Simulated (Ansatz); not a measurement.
Start from `C[SiH](F)CN` and change one atom or group to get `C[SiH](O)F`.

Ansatz, PBE0-D4/def2-TZVP geometries, multiplicity 1. Each molecule was computed in one conformer, which needn't be the lowest.

| property | `C[SiH](F)CN` |
| --- | --- |
| HOMO–LUMO gap (ωB97M-V/def2-TZVPP) / eV | 11.61 |
| size of the dipole moment (ωB97M-V/def2-TZVPP) / D | 1.79 |
| LUMO energy (ωB97M-V/def2-TZVPP) / eV | 2.18 |
| HOMO–LUMO gap (PBE0/def2-TZVPP) / eV | 7.66 |
| HOMO–LUMO gap (B3LYP/def2-TZVPP) / eV | 7.14 |
| HOMO energy (B3LYP/def2-TZVPP) / eV | -6.81 |

Question: Give the same properties after the change, and the shifts. (An estimate is asked.)

Answer: Computed: 
```tsv
property	`C[SiH](O)F`	shift
HOMO–LUMO gap (ωB97M-V/def2-TZVPP) / eV	13.32	1.71
size of the dipole moment (ωB97M-V/def2-TZVPP) / D	2.15	0.36
LUMO energy (ωB97M-V/def2-TZVPP) / eV	2.14	-0.04
HOMO–LUMO gap (PBE0/def2-TZVPP) / eV	9.60	1.94
HOMO–LUMO gap (B3LYP/def2-TZVPP) / eV	9.01	1.87
HOMO energy (B3LYP/def2-TZVPP) / eV	-8.69	-1.88
```

With PBE0 the HOMO falls by 1.87 eV and the LUMO rises by 0.07 eV, so the gap widens by about 1.94 eV. PBE moves the HOMO by -1.87 eV and ωB97M-V by -1.75 eV. Dipoles are sizes alone; their direction can turn.

B3LYP here is the variant with VWN-RPA as its local correlation; programs differ in this.
